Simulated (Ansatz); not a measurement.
Input (CCSDT(Q)/aug-cc-pV(D+d)Z; Ansatz, a first-principles code): A basis named .json is the Basis Set Exchange file of that set.

Ansatz 0.2 input:
```yaml
crystal:
  periodic: [false, false, false]
  atoms:
    - {symbol: B, position_ang: [-0.60371568, -0.30127308, 0.37946398]}
    - {symbol: Cl, position_ang: [1.10709244, -0.25301112, 0.09359008]}
    - {symbol: C, position_ang: [-1.66629604, 0.57982970, -0.31783154]}
    - {symbol: H, position_ang: [-2.58972286, 0.67298030, 0.25393607]}
    - {symbol: H, position_ang: [-1.92510646, 0.08050908, -1.26138062]}
    - {symbol: H, position_ang: [-1.28938757, 1.57508687, -0.57391733]}
basis:
  gaussian:
    orbitals: aug-cc-pV_D+d_Z.json
magnetization: {spin_polarized: true, initial_magnetization: 1}
correlation: {method: ccsdt_q, electrons: outside_noble_gas}
```

Output:

```
Functional definition: HF
integrals: 0.36 GiB planned
1683 factors; integrals over basis functions are off by at most 1.9e-7 eV
mean field: 0.67 GiB planned
mean field evaluation 1: about -14250.6988 eV, gradient 1.9e1 eV
mean field evaluation 2: about -14250.7035 eV, gradient 1.9e1 eV
mean field evaluation 4: about -14253.2089 eV, gradient 2.4e0 eV
mean field evaluation 8: about -14253.3160 eV, gradient 1.5e-1 eV
mean field evaluation 16: about -14253.2969 eV, gradient 7.4e-1 eV
mean field evaluation 32: about -14251.0881 eV, gradient 7.7e-1 eV
mean field -14253.31649309 eV, -523.7997198763 hartree, gradient 2.6e-6 eV, S^2 0.754482; 1 other end points of the search recorded, 0 dependent functions left out
determinant -14253.31649309 eV, -523.7997198763 hartree, with singles and doubles -14264.16717705 eV, -524.1984751567 hartree
determinant -14251.10839946 eV, -523.7185739318 hartree, with singles and doubles -14262.14757631 eV, -524.1242561985 hartree
7 core orbitals not correlated
reference -14253.31649309 eV, -523.7997198763 hartree; 9, 8 occupied and 89, 90 virtual orbitals, 1683 factors
second order -9.82816747 eV of doubles, -0.00000000 eV of singles
coupled cluster: 14.88 GiB planned
cycle   1  -10.54189852 eV  change   -7.1e-1 eV  update   8.8e-2
cycle   2  -11.01947637 eV  change   -4.8e-1 eV  update   3.7e-2
cycle   3  -11.27995955 eV  change   -2.6e-1 eV  update   2.2e-2
cycle   4  -11.24894609 eV  change    3.1e-2 eV  update   7.8e-3
cycle   5  -11.23960718 eV  change    9.3e-3 eV  update   4.7e-3
cycle   6  -11.24482535 eV  change   -5.2e-3 eV  update   1.7e-3
cycle   7  -11.24549244 eV  change   -6.7e-4 eV  update   8.8e-4
cycle   8  -11.24532982 eV  change    1.6e-4 eV  update   3.5e-4
cycle   9  -11.24552656 eV  change   -2.0e-4 eV  update   1.8e-4
cycle  10  -11.24543244 eV  change    9.4e-5 eV  update   7.5e-5
cycle  11  -11.24538760 eV  change    4.5e-5 eV  update   3.8e-5
cycle  12  -11.24543740 eV  change   -5.0e-5 eV  update   2.1e-5
cycle  13  -11.24545039 eV  change   -1.3e-5 eV  update   1.0e-5
cycle  14  -11.24545860 eV  change   -8.2e-6 eV  update   5.8e-6
cycle  15  -11.24546209 eV  change   -3.5e-6 eV  update   3.1e-6
cycle  16  -11.24546110 eV  change    9.9e-7 eV  update   1.9e-6
perturbative correction -0.02194635 eV, -0.0008065135 hartree
Total energy: -14264.58390055 eV, -524.2137894628 hartree
```
